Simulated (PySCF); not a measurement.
Computed IR spectrum (relative IR intensity) of a molecule C3H9In. Geometry: PBE-D3(BJ)/def2-SVP. The def2 effective core potentials stand for the cores of In; spin–orbit coupling is left out. The values are those of a single conformer. These are PBE-D3(BJ)/def2-SVP run with PySCF values and carry that method's errors. Frequencies are harmonic and unscaled.

Lines under 2 % of the strongest are left out, and lines within 2 cm⁻¹ are merged.

ν (cm⁻¹): 316 (w), 412 (m), 460 (m), 499 (vw), 651 (m), 698 (m), 931 (vw), 1026 (w), 1138 (w), 1346 (vw), 1426 (vw), 1659 (vs), 2947 (m), 2969 (w), 2977 (vw), 3022 (w), 3047 (w), 3077 (vw), 3098 (vw) (against the strongest line: vs over 80 %, s over 45 %, m over 15 %, w over 4 %, vw less)

### Question
Pick the molecule that these values belong to.
A) C[CH](C)[InH2]
B) [CH3][In]([CH3])[CH3]
C) C[CH2][InH][CH3]
D) CC[CH2][InH2]

### Answer
C, C[CH2][InH][CH3]
